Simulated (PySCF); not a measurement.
## Excited states of Bi⁵⁺ (bismuth, charge +5)

Ground state [Xe] 4f14 5d10, ¹S. Computed with PySCF 2.14 in aug-cc-pVDZ-PP with one added diffuse shell each of s, p, d type with ECP60MDF (6s5p4d, 41 functions), with a scalar-relativistic core potential. Vertical excitation energies in eV without spin-orbit coupling; excited terms of each kind are numbered among those the solver found. Frozen: 5s2 5p6.

```json
{"term": "1 3D", "leading excitation": "5d → s", "EOM-EE-CCSD": "20.592"}
{"term": "1 1D", "leading excitation": "5d → s", "EOM-EE-CCSD": "21.659"}
{"term": "1 3P°", "leading excitation": "5d → p", "EOM-EE-CCSD": "34.649"}
{"term": "1 3F°", "leading excitation": "5d → p", "EOM-EE-CCSD": "35.301"}
{"term": "1 1F°", "leading excitation": "5d → p", "EOM-EE-CCSD": "35.722"}
{"term": "1 1D°", "leading excitation": "5d → p", "EOM-EE-CCSD": "36.319"}
{"term": "1 3D°", "leading excitation": "5d → p", "EOM-EE-CCSD": "36.356"}
{"term": "1 1P°", "leading excitation": "5d → p", "EOM-EE-CCSD": "36.551"}
{"term": "1 3G", "leading excitation": "5d → d", "EOM-EE-CCSD": "51.716"}
{"term": "1 1G", "leading excitation": "5d → d", "EOM-EE-CCSD": "51.888"}
{"term": "2 3D", "leading excitation": "5d → d", "EOM-EE-CCSD": "51.960"}
{"term": "2 1D", "leading excitation": "5d → d", "EOM-EE-CCSD": "52.310"}
```

The spin-orbit splitting of the hole, absent here, rivals or exceeds the spacing of these terms, so the LS terms are model states.

The solver can miss terms.
